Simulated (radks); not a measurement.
Effect of the nuclear size on neutral antimony, [Kr] 4d10 5s2 5p3. Calculated with a radial shooting solver on a logarithmic mesh with Libxc functionals: Dirac Kohn-Sham, BLYP, spin-unpolarised, spherical densities, finite nucleus; open shells fill j = l - 1/2 first; Fermi nuclear charge, rms radius 4.6802 fm. The rms radius is varied about that value; shifts are against it.

rms radius (fm)  total energy shift (eV)  density at nucleus (e/bohr^3)  1s1/2 shift (meV)  2s1/2 shift (meV)  4s1/2 shift (meV)  4p1/2 shift (meV)  5s1/2 shift (meV)
3.7488                             -1.68                      2.166e+05               -703              -81.1              -3.12              0.253             -0.316
4.2496                            -0.814                      2.123e+05               -341              -39.4              -1.51              0.123             -0.153
4.6802                                 0                       2.09e+05              0.000              0.000              0.000              0.000              0.000
5.1061                             0.870                      2.061e+05                365               42.1               1.62             -0.131              0.164
5.5788                              1.91                      2.032e+05                800               92.4               3.55             -0.288              0.359

Slopes of the eigenvalues against <r^2> in GHz/fm^2, as finite differences over the two radii next to the reference (eigenvalue slopes, not the field-shift constants of lines): 1s1/2 21300, 2s1/2 2460, 4s1/2 94.6, 4p1/2 -7.67, 5s1/2 9.57.
